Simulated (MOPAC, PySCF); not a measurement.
CH$_{6}$O$_{2}$Si, SMILES `OC([SiH3])O` (H–O–C–Si torsion 176°, Si–C–O–H torsion 58°), neutral singlet in the gas phase. 

Z-matrix (Å, degrees):
```
C
H 1 1.0953
O 1 1.4143 2 110.81
H 3 0.9665 1 108.43 2 54.84
O 1 1.4201 2 103.73 3 120.23
H 5 0.9660 1 108.30 2 177.79
Si 1 1.9129 2 111.06 5 120.63
H 7 1.4797 1 111.42 2 68.70
H 7 1.4804 8 109.82 1 120.36
H 7 1.4832 8 110.25 9 120.51
```
Charge 0, multiplicity 1.

All levels are single points at this geometry (B3LYP-D3(BJ)/def2-TZVP); Pople sets use spherical d functions. Orbital energies aren't observables, and empty levels follow the basis.

PM6 in MOPAC gives dipole (D) = 0.78.

### Question
Estimate the dipole (D) from each of these levels: PBE-D3(BJ)/def2-TZVP in PySCF; ωB97X-D3(BJ)/def2-TZVP in PySCF; B3LYP/6-311+G** in PySCF; B3LYP/6-31G* in PySCF; SVWN5/6-31G* in PySCF; HF/STO-3G in PySCF; PM3 in MOPAC; PM7 in MOPAC.

### Answer

```csv
level,dipole (D)
PBE-D3(BJ)/def2-TZVP in PySCF,0.59
ωB97X-D3(BJ)/def2-TZVP in PySCF,0.43
B3LYP/6-311+G** in PySCF,0.30
B3LYP/6-31G* in PySCF,0.59
SVWN5/6-31G* in PySCF,0.77
HF/STO-3G in PySCF,0.26
PM3 in MOPAC,0.15
PM7 in MOPAC,0.38
```
